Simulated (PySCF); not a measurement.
**Fractional electron number in W²⁺ (tungsten, charge +2)**

The 5d alpha orbital of [Xe] 4f14 5d4 is emptied in steps (occupation f), with all orbitals relaxed, ending at [Xe] 4f14 5d3. Calculation: PySCF 2.14, in aug-cc-pVDZ-PP with ECP60MDF (5s5p4d2f, 54 functions); scalar relativity through the core potential. The exact energy is a straight line in f; departures are measured from the line between the end points of the same method.

| f | B3LYP (eV) |
| --- | --- |
| 1 | 0.000 |
| 0.9 | -0.376 |
| 0.7 | -0.883 |
| 0.5 | -1.055 |
| 0.3 | -0.888 |
| 0.1 | -0.381 |
| 0 | 0.000 |

```tsv
method	E(f=0) − E(f=1) (eV)	−ε at f=1 (eV)	−ε at f=0.5 (eV)
B3LYP	25.880	21.709	25.864
```

Orbital energy along the path (eV):

```json
{"f": "1", "B3LYP": "-21.709"}
{"f": "0.9", "B3LYP": "-22.522"}
{"f": "0.7", "B3LYP": "-24.180"}
{"f": "0.5", "B3LYP": "-25.864"}
{"f": "0.3", "B3LYP": "-27.562"}
{"f": "0.1", "B3LYP": "-29.265"}
{"f": "0", "B3LYP": "-30.125"}
```

Reference removal energy between the ground levels: 26 ± 0.4 eV (semi-empirical (NIST evaluation); NIST Atomic Spectra Database, ionization energies). The calculation has no spin-orbit coupling. The determinant left behind need not be the lowest term of the ion.
